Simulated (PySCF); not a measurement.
How methods differ on the ionisation energy of Ni⁺

Ni⁺ [Ar] 3d9 (2D) → Ni²⁺ [Ar] 3d8 (3F), as a difference of total energies. Computed with PySCF 2.14 in aug-cc-pwCVTZ-DK with one added diffuse shell each of s, p, d, f, g type (11s10p8d5f4g, 152 functions), with scalar relativity by spin-free X2C-1e. Correlated levels: valence: [Ar] frozen; valence and next inner shell: [Ne] frozen; nothing frozen. The calculations carry no spin-orbit coupling.

| method | ionisation energy (eV) |
| --- | --- |
| UHF | 14.991 |
| LDA | 19.576 |
| PBE0 | 18.174 |
| MP2 (valence) | 18.388 |
| SCS-MP2 (valence) | 18.091 |
| MP2 (valence and next inner shell) | 19.128 |
| MP2 (all electrons) | 19.146 |
| SCS-MP2 (all electrons) | 18.648 |

Problem. Estimate what PBE gives.

Solution. 18.909 eV, closest to MP2 (valence and next inner shell) among the rows shown.

Problem. Estimate what SCS-MP2 (valence and next inner shell) gives.

Solution. 18.639 eV, closest to SCS-MP2 (all electrons) among the rows shown.

A first-order spin-orbit estimate (lowest level to lowest level, LS coupling) adds -0.054 eV.

For comparison: 18.169 eV (measured; NIST Atomic Spectra Database, ionization energies).
